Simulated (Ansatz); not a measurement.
Ansatz results at the PBE0-D4/def2-TZVP geometry: HOMO energy (PBE/def2-TZVPP) -7.38 eV; HOMO–LUMO gap (PBE/def2-TZVPP) 6.83 eV; size of the dipole moment (PBE/def2-TZVPP) 2.79 D.

Each molecule was computed in one conformer, which needn't be the lowest.

Problem. Which molecule gave them?
A. `C[Si@H](O)O[Si@@H](O)F`
B. `C[SiH](Cl)S[SiH2]Cl`
C. `CO[SiH2]O[SiH](O)F`
D. `O[SiH](O)S[SiH2]Cl`

Solution. A. The others give `C[SiH](Cl)S[SiH2]Cl`: -6.69, 5.59, 1.56; `O[SiH](O)S[SiH2]Cl`: -6.71, 5.80, 1.45; `CO[SiH2]O[SiH](O)F`: -7.15, 6.49, 3.52.
